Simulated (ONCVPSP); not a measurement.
# lanthanum: one change to an ONCV potential, before and after

* Element: lanthanum
* Generator: ONCVPSP 4.0.1
* Type: optimised norm-conserving Vanderbilt (ONCV)
* Functional: PBEsol
* Relativity: scalar-relativistic
* Frozen core: [Kr] 4d10
* Valence charge: 11
* Reference configuration: 5s2 5p6 5d1.5 6s1.5
* Partial waves: 5s+6s: rc 2.40 bohr, ncon 3, nbas 6, qcut 4.6 1/bohr, 2 projectors; 5p: rc 3.00 bohr, ncon 3, nbas 7, qcut 4.9 1/bohr, 2 projectors, debl 1.1 Ha; 5d: rc 4.00 bohr, ncon 4, nbas 9, qcut 4.6 1/bohr, 2 projectors, debl 2.8 Ha; f scattering state at 0.38 Ha: rc 2.40 bohr, ncon 5, nbas 8, qcut 4.2 1/bohr, local
* Local potential: the f channel
* Core correction: none

In the f channel the program set the typed energies aside and used -0.130 Ha.

Change: non-relativistic. In the f channel the program set the typed energies aside and used -0.250 Ha.

Cutoffs: the cutoffs (Ha) at which the residual kinetic energy of the hardest occupied pseudo-wave falls to 1 and 0.1 mHa per electron; they do not see the model core or the augmentation charge, which bear on the density cutoff. Errors are all-electron minus pseudo energies relative to the spin-unpolarised reference configuration.

What does the change do?

The potential gets neither clearly harder nor softer (7.5 Ha and 9.1 Ha → 7.7 Ha and 9.1 Ha); both files keep a bound ghost (p, s); of the 4 tests that both files solve, the error grows in 2 and shrinks in 1 by more than 15 % and 0.3 meV (median size 1.2 → 2.2 meV).

```csv
quantity,base,changed
"cutoff, loose",7.5 Ha,7.7 Ha
"cutoff, tight",9.1 Ha,9.1 Ha
loose cutoff by channel,"s 7.5 Ha, p 5.1 Ha, d 5.3 Ha","s 7.7 Ha, p 4.9 Ha, d 5.4 Ha"
bound ghosts,"s, p","s, p"
GHOST(+) flags under 300 eV,"s at 24.1 eV, d at 41.8 eV","s at 21.9 eV, d at 37.2 eV"
"error for 5s2 5p6 5d1 6s2, meV [ΔE -0.35 → 0.04 eV]",+0.9,+0.5
"error for 5s2 5p6 5d1 6s1, meV [ΔE 5.64 → 5.75 eV]",+1.5,+1.7
"error for 5s2 5p6 5d1 6s0, meV [ΔE 16.49 → 16.10 eV]",+0.9,+2.7
"error for 5s2 5p6 5d0 6s2, meV [ΔE 6.05 → 7.19 eV]",+6.9,+12
s: phases at 2.43 bohr within 0.05 rad from the reference energy up to (Ha; the scan ends near 5),0.4,0.5
p: phases at 3.05 bohr within 0.05 rad from the reference energy up to (Ha; the scan ends near 5),3.4,3.3
d: phases at 4.07 bohr within 0.05 rad from the reference energy up to (Ha; the scan ends near 5),0.4,0.4
f: phases at 2.43 bohr within 0.05 rad from the reference energy up to (Ha; the scan ends near 5),-0.0,-0.2
```

Base: The cutoffs count occupied waves only; projector 1 of the f channel, the hardest unoccupied one, needs 47 Ha at the loose tolerance. Changed file: The cutoffs count occupied waves only; projector 1 of the f channel, the hardest unoccupied one, needs 48 Ha at the loose tolerance. A true bound ghost makes a file unfit for plane-wave use even where its test errors are small: the radial tests pick states by their node count and pass the ghost by.
